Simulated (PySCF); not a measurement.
Compound: BBrH4SSi.
Cartesian coordinates in Å at the PBE0-D3(BJ)/def2-SVP level; atoms count from 1:
```
atom  x, y, z in Å
Si1   -0.955    0.321    0.041
S2     0.423   -0.769    1.326
B3     2.030   -0.184    0.827
Br4    2.337    1.105   -0.552
H5    -2.296   -0.173    0.463
H6    -0.709   -0.011   -1.389
H7    -0.845    1.785    0.282
H8     2.988   -0.633    1.396
```

The calculation used core-valence-separated Tamm–Dancoff BHandHLYP/aug-pcX-1 (pcseg-1 on H, def2-SVPD on Br, def2-SVPD on Si, def2-SVPD on S) in PySCF, non-relativistic, gas phase, PBE0-D3(BJ)/def2-SVP geometry. No shift to experiment was applied.

The lowest roots of each edge with f over 0.003 (five at most, numbered afresh; weaker and dark ones are left out), with transition dipoles (au) in the frame of the coordinates:

| root | edge | E (eV) | μx | μy | μz |
| --- | --- | --- | --- | --- | --- |
| 1 | B | 187.49 | -0.0080 | 0.1034 | 0.0949 |
| 2 | B | 191.55 | 0.0002 | -0.0628 | 0.0686 |
| 3 | B | 192.89 | 0.0492 | -0.0096 | 0.0147 |
| 4 | B | 193.05 | 0.0381 | 0.0323 | -0.0319 |
| 5 | B | 193.56 | -0.0658 | -0.0293 | 0.0260 |

Q: What are the oscillator strengths?

A: f = (2/3) ΔE |μ|², with ΔE in hartree (27.2114 eV):

```json
{"root": "1", "ΔE (Eh)": "6.8901", "|μ|² (au)": "0.019762", "f": "0.091", "core hole on": "B3"}
{"root": "2", "ΔE (Eh)": "7.0393", "|μ|² (au)": "0.008650", "f": "0.041", "core hole on": "B3"}
{"root": "3", "ΔE (Eh)": "7.0884", "|μ|² (au)": "0.002729", "f": "0.013", "core hole on": "B3"}
{"root": "4", "ΔE (Eh)": "7.0945", "|μ|² (au)": "0.003513", "f": "0.017", "core hole on": "B3"}
{"root": "5", "ΔE (Eh)": "7.1131", "|μ|² (au)": "0.005864", "f": "0.028", "core hole on": "B3"}
```

Q: Molecules are fixed in this frame and the field points along z. What effective strengths 3 f cos²θ do the roots have (θ between field and μ)?

A: root 1 (B3): 0.124, root 2 (B3): 0.066, root 3 (B3): 0.003, root 4 (B3): 0.014, root 5 (B3): 0.010. Root 1 is the strongest. Averaged over all orientations cos²θ is 1/3, which gives f back.

 Relativistic effects, spin–orbit coupling among them, are left out although an element past zinc is present.

One conformer stands for the species.
